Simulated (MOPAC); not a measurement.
Job for MOPAC: AM1 on SF-, 2S+1 = 1, a point of a bond scan (R = 1.600 Å). Charge -1.

```
AM1 1SCF PRECISE CHARGE=-1 THREADS=1
FS

F      0.00000000 1     0.00000000 1     0.00000000 1
S      0.00000000 1     0.00000000 1     1.60039100 1
```

It printed:

```
*******************************************************************************
 **                                                                           **
 **                              MOPAC v23.2.5                                **
 **                                                                           **
 *******************************************************************************
 ** MOPAC's Digital Object Identifier: https://doi.org/10.5281/zenodo.6511958 **
 **                                                                           **
 ** Please cite the open-source release paper for use of this MOPAC version:  **
 ** J. E. Moussa and J. J. P. Stewart (2026)                                  **
 ** MOPAC: An open-source semiempirical molecular orbital program             **
 ** J. Open Source Softw., 11(119), 8025, https://doi.org/10.21105/joss.08025 **
 *******************************************************************************

                              AM1 CALCULATION RESULTS

 *******************************************************************************
 *  AM1        - The AM1 Hamiltonian to be used
 *
 *
 *
 *                 CHARGE ON SYSTEM = -1
 *
 *
 *
 *  PRECISE    - TIGHTER CRITERIA TO BE USED
 *  1SCF       - DO 1 SCF AND THEN STOP
 *  THREADS=1  - MULTI-THREADING NOT USED
 *  T=         - A TIME OF 172800.0 SECONDS REQUESTED
 *  DUMP=N     - RESTART FILE WRITTEN EVERY 7200.0 SECONDS REQUESTED
 *******************************************************************************
AM1 1SCF PRECISE CHARGE=-1 THREADS=1
 FS

   ATOM   CHEMICAL          X               Y               Z
  NUMBER   SYMBOL      (ANGSTROMS)     (ANGSTROMS)     (ANGSTROMS)

     1       F          0.00000000  *   0.00000000  *   0.00000000  *
     2       S          0.00000000  *   0.00000000  *   1.60039100  *



          CARTESIAN COORDINATES

    NO.       ATOM           X           Y           Z

     1         F          0.0000      0.0000      0.0000
     2         S          0.0000      0.0000      1.6004

  F: (AM1): M.J.S. DEWAR AND E. G. ZOEBISCH, THEOCHEM, 180, 1 (1988).
  S: (AM1): M.J.S. DEWAR, Y-C YUAN, INORGANIC CHEMISTRY, 29, 3881:3890,  (1990)

           Empirical Formula: F S  =     2 atoms



      MOLECULAR POINT GROUP   :   C*v


      RHF CALCULATION, NO. OF DOUBLY OCCUPIED LEVELS = 7


 -------------------------------------------------------------------------------
 AM1 1SCF PRECISE CHARGE=-1 THREADS=1
 FS



     1SCF WAS SPECIFIED, SO BFGS WAS NOT USED
     SCF FIELD WAS ACHIEVED


                              AM1 CALCULATION
                                                       MOPAC v23.2.5 Linux




          FINAL HEAT OF FORMATION =        -65.74715 KCAL/MOL =    -275.08605 KJ/MOL


          COSMO AREA              =         68.44 SQUARE ANGSTROMS
          COSMO VOLUME            =         51.37 CUBIC ANGSTROMS

          IONIZATION POTENTIAL    =          2.105069 EV
          HOMO LUMO ENERGIES (EV) =         -2.105  7.946
          NO. OF FILLED LEVELS    =          7
          MOLECULAR WEIGHT        =         51.0584         POINT GROUP:  C*v

          MOLECULAR DIMENSIONS (Angstroms)

            Atom       Atom       Distance
            S     2    F     1     1.60039
            S     2    F     1     0.00000
            F     1    S     2     0.00000


          SCF CALCULATIONS        =          1





   ATOM   CHEMICAL          X               Y               Z
  NUMBER   SYMBOL      (ANGSTROMS)     (ANGSTROMS)     (ANGSTROMS)

     1       F          0.00000000  *   0.00000000  *   0.00000000  *
     2       S          0.00000000  *   0.00000000  *   1.60039100  *

                             CARTESIAN COORDINATES

   1    F        0.000000000     0.000000000     0.000000000
   2    S        0.000000000     0.000000000     1.600391000


           Empirical Formula: F S  =     2 atoms



      MOLECULAR POINT GROUP   :   C*v


                  EIGENVALUES
 -41.28860 -12.54465  -9.24329  -9.24329  -6.52655  -2.10507  -2.10507   7.94639


              NET ATOMIC CHARGES AND DIPOLE CONTRIBUTIONS

  ATOM NO.   TYPE          CHARGE      No. of ELECS.   s-Pop       p-Pop
    1          F          -0.248042        7.2480     1.92075     5.32729
    2          S          -0.751958        6.7520     1.91493     4.83703
 DIPOLE           X         Y         Z       TOTAL
 POINT-CHG.     0.000     0.000    -0.954     0.954
 HYBRID        -0.000    -0.000    -0.953     0.953
 SUM           -0.000    -0.000    -1.907     1.907


          ATOMIC ORBITAL ELECTRON POPULATIONS

     Atom    s        px        py        pz
    1  F   1.92075   2.00000   2.00000   1.32729
    2  S   1.91493   2.00000   2.00000   0.83703

 **********************
 *                    *
 * JOB ENDED NORMALLY *
 *                    *
 **********************




 == MOPAC DONE ==
```

The run finished.

Cost: roughly 0.020 core-seconds.
